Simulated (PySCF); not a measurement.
PBEsol on Re⁻ (rhenium, charge -1), [Xe] 4f14 5d6 6s2, high-spin 5D determinant. All numbers are calculated (PySCF 2.14, a scalar-relativistic core potential, in aug-cc-pVQZ-PP with ECP60MDF (7s7p6d4f3g2h, 135 functions)).

```
cycle= 1 E= -78.37855272627  delta_E= -0.0232  |g|= 0.0939  |ddm|= 1.23
cycle= 2 E= -78.3527012300545  delta_E= 0.0259  |g|= 0.213  |ddm|= 0.583
cycle= 3 E= -78.3820825492001  delta_E= -0.0294  |g|= 0.0367  |ddm|= 0.655
cycle= 4 E= -78.3829610408226  delta_E= -0.000878  |g|= 0.016  |ddm|=  0.2
cycle= 5 E= -78.3832038627785  delta_E= -0.000243  |g|= 0.00648  |ddm|= 0.111
cycle= 6 E= -78.3832407880799  delta_E= -3.69e-05  |g|= 0.00103  |ddm|= 0.0164
cycle= 7 E= -78.383241454392  delta_E= -6.66e-07  |g|= 0.000585  |ddm|= 0.00287
cycle= 8 E= -78.3832417538017  delta_E= -2.99e-07  |g|= 2.95e-05  |ddm|= 0.00119
cycle= 9 E= -78.3832417542645  delta_E= -4.63e-10  |g|= 2.06e-05  |ddm|= 0.000232
converged SCF energy = -78.3832417542645  <S^2> = 6.1628992  2S+1 = 5.0647405
```

Highest occupied orbital energy: 2.354 eV; ⟨L²⟩ = 6.03; populations by l: s 4.00, p 6.00, d 6.00, f 0.00.

Question: Can this result be used?

Answer: With care. The run converged. Energies and moments cover only the electrons outside the core potential. Spin-orbit coupling, absent here, splits the open shell strongly. ⟨S²⟩ = 6.16 against 6.00 shows spin contamination. At PBEsol the highest occupied level has a positive energy, so only the finite basis holds that electron; in a semilocal or global hybrid functional this comes from self-interaction and does not mean that the real anion is unbound.
